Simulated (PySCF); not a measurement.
Species: methyl pivalate, C6H12O2.
SMILES with atom numbers: `[CH3:1][O:2][C:3](=[O:4])[C:5]([CH3:6])([CH3:7])[CH3:8]` (hydrogens: H9, H10, H11 on C1; H12, H13, H14 on C6; H15, H16, H17 on C7; H18, H19, H20 on C8)

A PySCF run (density fitting, gas phase, GFN2-xTB geometry) gave HOMO -6.26 eV, LUMO -0.75 eV, dipole 1.79 D and E = -386.251 Eh.

Task: Which of these levels was it?
A. PBE0/pcSseg-1
B. PBE0/IGLO-II
C. HCTH407/pcSseg-1

Result: C. It is HCTH407/pcSseg-1. All candidates on this geometry:

```
                              level and settings           kind  basis functions  SCF cycles     E (Eh)  HOMO (eV)  LUMO (eV)  dipole (D)
HCTH407/pcSseg-1, fitting basis def2-qzvpp-jkfit            GGA              196          12  -386.2515      -6.26      -0.75        1.79
                PBE0/IGLO-II, level shift 0.1 Eh  global hybrid              248          10  -385.9822      -7.75       0.46        1.84
                                   PBE0/pcSseg-1  global hybrid              196          14  -385.8410      -7.76       0.48        1.86
```

The nearest other candidate, by the summed differences of HOMO and LUMO, is PBE0/IGLO-II: its HOMO differs by -1.49 eV and its LUMO by +1.21 eV. Cycle counts include a coarse-grid stage where the run had one.

Shape of the structure used: `[CH3:1][O:2][C:3](=[O:4])[C:5]([CH3:6])([CH3:7])[CH3:8]`: C1–O2–C3–O4 0°, O2–C3–C5–C6 60°.
